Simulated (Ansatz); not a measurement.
Basis-set extrapolation for C2H7NSi (`C=CN[SiH3]`) (PBE0-D4/def2-TZVP geometry, frozen core, Ansatz). Multiplicity 1, RHF reference.

```tsv
	cc-pV(T+d)Z	cc-pV(Q+d)Z
HF	-423.255215	-423.268537
MP2 correlation	-0.665198	-0.709692
CCSD(T) correlation	-0.737601	-0.776937
```

Energies in hartree. Use E(X) = E(∞) + A·exp(−5.46·√X) for Hartree–Fock and E(X) = E(∞) + B·X^(−3.05) for correlation, with X = 3 and 4.

Question: What is the CCSD(T) energy at the basis-set limit?

Answer: HF limit: -423.268537 + (-0.013322) × 0.30130 = -423.27255. Correlation limit: -0.776937 + (-0.039336) × 0.71189 = -0.80494. Total: -424.07749 hartree, 2.30 eV below CCSD(T)/cc-pV(T+d)Z.
